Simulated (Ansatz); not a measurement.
A nudged elastic band was laid between two geometries of CHClOSSi (6 atoms, charge 0, multiplicity 1).

Theory: Ansatz, RKS BHLYP/def2-SVP.

| Item | Value |
| --- | --- |
| movable images | 9 |
| climbing image | yes |
| spring | 5.0 eV/Å² |
| optimiser | quadratic models (default) |
| start path | IDPP |
| force threshold | 0.03 eV/Å |
| iteration limit | 38 |
| end points | relaxed |

Image 0:

```xyz
6
Properties=species:S:1:pos:R:3
O 0.104 0.223 1.969
S 0.079 -0.977 0.798
C -0.315 -0.375 -0.559
Si -1.051 0.359 -2.015
Cl 0.736 0.938 -2.971
H 0.447 -0.167 2.778
```

Image 10:

```xyz
6
Properties=species:S:1:pos:R:3
O 0.596 -1.372 1.301
S -0.248 0.076 1.240
C -0.563 0.437 -0.219
Si -1.121 0.601 -1.911
Cl 0.475 1.776 -2.625
H 0.861 -1.518 2.213
```

Task: Which bonds break or form, and what moves?

Result: No bond is made or broken.  The two ends are copies of one structure, up to a mirror image or an exchange of like atoms.

Task: Give the energies along the band, and the barrier.

Result: It converged. The highest image is number 5 of 0 to 10, 73.3 kJ/mol above the ends, which have the same energy within 2 meV. A vibrational analysis at the climbing image gives one clearly imaginary mode, 144i cm⁻¹: a first-order saddle point.

```
image  path coordinate (Å)  energy (kJ/mol)
    0                 0.00              0.0
    1                 0.47              1.9
    2                 0.94              7.9
    3                 1.41             26.2
    4                 1.88             56.7
    5                 2.35             73.3
    6                 2.82             56.7
    7                 3.29             26.3
    8                 3.76              7.9
    9                 4.23              1.9
   10                 4.70              0.0
```

Task: What is the geometry of the highest image?

Result: 
```xyz
6
Properties=species:S:1:pos:R:3
O 1.015 -0.159 1.182
S -0.586 -0.698 1.060
C -1.276 -0.358 -0.255
Si -1.230 0.436 -1.969
Cl 0.725 1.203 -2.060
H 1.351 -0.424 2.042
```

Task: What are the harmonic wavenumbers there?

Result: 144i, 69, 214, 220, 308, 465, 502, 518, 699, 1075, 1422, 3923 cm⁻¹.

The band took 26 iterations and of the order of 14 core-minutes.

Time of the run: 14 min on 1 thread of Arm Neoverse V1, on a shared host, peak memory 0.18 GiB.
